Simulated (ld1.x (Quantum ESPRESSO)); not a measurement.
**Ta: one change to a TM potential, before and after**

ld1.x (Quantum ESPRESSO) 7.5 input, shortened:

```
&input
   title='Ta', zed=73., rel=1, dft='BLYP', iswitch=3,
   config='[Xe] 4f14 5d3 6s1.5 6p0.5'
 /
 &inputp
   pseudotype=2, tm=.true., lloc=-2, rcloc=1.35,
   nlcc=.true., new_core_ps=.true., rcore=1.00
 /
3
6S  1  0   1.50   0.00  3.00  3.00  0.0
6P  2  1   0.50   0.00  2.85  2.85  0.0
5D  3  2   3.00   0.00  1.55  1.55  0.0
 &test
   configts(1)='5d3 6s1.5 6p0.5'
 /
```

All-electron outer shells of the reference configuration (BLYP, scalar-relativistic, ld1.x):

```tsv
shell	level (eV)	outermost node (bohr)	outermost maximum (bohr)
5p	-39.99	0.58	1.13
4f	-25.24	–	0.44
6s	-5.84	1.32	2.74
5d	-4.14	0.65	1.58
6p	-1.67	1.59	3.85
```

Change: core [Kr] 4d10, valence charge 27; reference 4f14 5s2 5p6 5d3 6s2 6p0; waves now 5s (bound): rc 1.75 bohr; 5p (bound): rc 1.80 bohr; 4f (bound): rc 0.60 bohr; 5d (bound): rc 1.90 bohr; local potential the d channel; core correction a·sin(br)/r model core inside 0.35 bohr (6s counted twice).

Cutoffs: the cutoffs (Ry, on a coarse ladder) from which the occupation-weighted sum of valence levels, in a spherical-Bessel basis at the reference potential, stays within 10 and 1 mRy of its value at 400 Ry; they do not see the model core or the augmentation charge, which bear on the density cutoff. Errors are all-electron minus pseudo energies relative to the spin-unpolarised reference configuration.

Problem. What does the change do?

Solution. The bound ghosts move from p, s to p; the miss of the reference levels goes from 0.00 to 0.40 eV; the number of tests that count goes from 7 to 4. In the changed file ld1.x takes every shell without a wave as core, so the model core holds the 6s electrons as well and exchange and correlation see them twice. This cancels in the reference configuration, but the file is broken for other ones, and its errors say nothing about a proper core correction. Several settings change at once here, so the effects cannot be laid on one of them.

```tsv
quantity	base	changed
cutoffs, loose and tight	25 Ry, 35 Ry	not determined
bound ghosts	s, p	p
largest miss of a reference level, eV	0.00	0.40
tests counted (converged, no solver errors)	7 of 7	4 of 7
```

Base: These tests converged, but a pseudo level misses the all-electron one widely, so the file describes the atom poorly there or has found another state: 5d2 6s0 6p0: empty 6p by 4.9 eV. Changed file: Tests not counted: 4f14 5s2 5p6 5d3 6s1 6p1 (solver errors, printed error -1.8 eV); 4f14 5s2 5p6 5d3 6s0 6p2 (solver errors, printed error -8981 eV); 4f14 5s2 5p6 5d3 6s0 6p1 (solver errors, printed error -1.8 eV). A true bound ghost makes a file unfit for plane-wave use even where its test errors are small: the radial tests pick states by their node count and pass the ghost by. Where a test does run into it, the solver fails or the error is huge.
